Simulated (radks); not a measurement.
Species: the erbium ion Er+. Configuration: [Xe] 4f12 6s0.5 5d0.5 (fractional occupations, a model configuration).

Method: Dirac Kohn-Sham, LDA (Slater exchange, Perdew-Wang correlation), spin-unpolarised, spherical densities, point nucleus; open shells fill j = l - 1/2 first; computed with a radial shooting solver on a logarithmic mesh with Libxc functionals.

Energy parts (eV):
| part | energy |
|---|---|
| total | -356229.34 |
| kinetic | 393168.89 |
| electron-nucleus | -881342.06 |
| Hartree | 139313.09 |
| exchange-correlation | -7369.26 |

Orbitals (lengths in bohr, moments of r in powers of bohr):
orbital,occ.,eigenvalue (eV),<r^2>,small-component weight
1s1/2,2,-57263.13,0.0005685,6.47e-02
2s1/2,2,-9620.317,0.008785,1.44e-02
2p1/2,2,-9166.221,0.006334,1.45e-02
2p3/2,4,-8250.332,0.007553,1.33e-02
3s1/2,2,-2159.287,0.05805,4.65e-03
3p1/2,2,-1959.691,0.05369,4.60e-03
3p3/2,4,-1767.398,0.06055,4.26e-03
3d3/2,4,-1424.976,0.04767,4.15e-03
3d5/2,6,-1382.914,0.04957,4.05e-03
4s1/2,2,-429.9150,0.2921,1.50e-03
4p1/2,2,-350.1941,0.3049,1.42e-03
4p3/2,4,-306.7248,0.3433,1.29e-03
4d3/2,4,-175.3214,0.3878,1.11e-03
4d5/2,6,-167.4234,0.4031,1.08e-03
5s1/2,2,-57.7097,1.776,3.03e-04
5p1/2,2,-36.1945,2.302,2.35e-04
5p3/2,4,-30.8054,2.696,2.02e-04
4f5/2,6,-9.6855,0.9294,6.38e-04
6s1/2,0.5,-8.9358,14.86,3.61e-05
4f7/2,6,-8.6009,0.9949,6.20e-04
5d3/2,0.5,-6.5418,9.590,6.02e-05
5d5/2,0,-6.2791,10.26,5.58e-05
6p1/2,0,-5.6509,23.51,2.29e-05
6p3/2,0,-5.2211,26.48,2.09e-05
7s1/2,0,-2.7541,78.13,9.84e-06

The highest occupied level is 5d3/2 at -6.542 eV. Summed over all electrons, <r^2> = 50.26 bohr^2, which gives a Langevin (diamagnetic) susceptibility term of -39.8 x 10^-6 cm^3/mol.
